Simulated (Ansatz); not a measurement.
Clusters of 4 atoms, alloy: PBE-D4/def2-SVP single points in Ansatz on relaxed structures, gas phase. Each cluster is the lowest isomer that a short search found in that spin, judged at the geometry's level, and lower ones may exist. Core potentials for Ag, Au, Mo, Pb, Pd, W, no spin–orbit coupling. HOMO and LUMO are taken over both spins. Binding counts from free atoms in the multiplicity of their measured ground term, without zero-point energy. Singlets are spin-restricted. A dash marks a value that wasn't run or was left out as unsound. The structures are stationary points that may keep the symmetry of their start. Remarks come from the PBE and PBE0 runs and from stability tests at other levels; not every state was tested.

| species | atoms | state | geometry | HOMO (eV) | LUMO (eV) | gap (eV) | binding per atom (eV) | point group (within 0.1 Å) | remarks |
| --- | --- | --- | --- | --- | --- | --- | --- | --- | --- |
| Co3W⁺ | 4 | septet | PBE-D4/def2-SVP | -8.78 | -8.48 | 0.30 | – | Cs | quintet 0.42 eV lower at PBE0-D4/def2-TZVP (not tabulated), spin-contaminated (⟨S²⟩ up to 13.58) |
| Na3Pb | 4 | doublet | PBE-D4/def2-TZVP | -3.03 | -2.23 | 0.80 | – | Cs | spin-contaminated (⟨S²⟩ up to 0.85) |
| AgPd3 | 4 | doublet | PBE0-D4/def2-SVP | -4.33 | -3.75 | 0.58 | 1.74 | C3v | – |
| SiMo3 | 4 | singlet | PBE0-D4/def2-SVP | -4.38 | -3.26 | 1.12 | 3.03 | C3v | – |
| CoSi3 | 4 | doublet | PBE-D4/def2-SVP | -4.75 | -3.81 | 0.94 | 3.10 | C2v | spin-contaminated (⟨S²⟩ up to 1.17) |
| SiW3 | 4 | singlet | PBE-D4/def2-SVP | -4.48 | -2.95 | 1.53 | – | C3v | – |
| Si2Au2 | 4 | singlet | r2SCAN-D4/def2-SVP | -4.52 | -3.21 | 1.31 | 2.55 | – | – |

The gap (eV) runs from 0.30 (Co3W⁺) to 1.53 (SiW3).
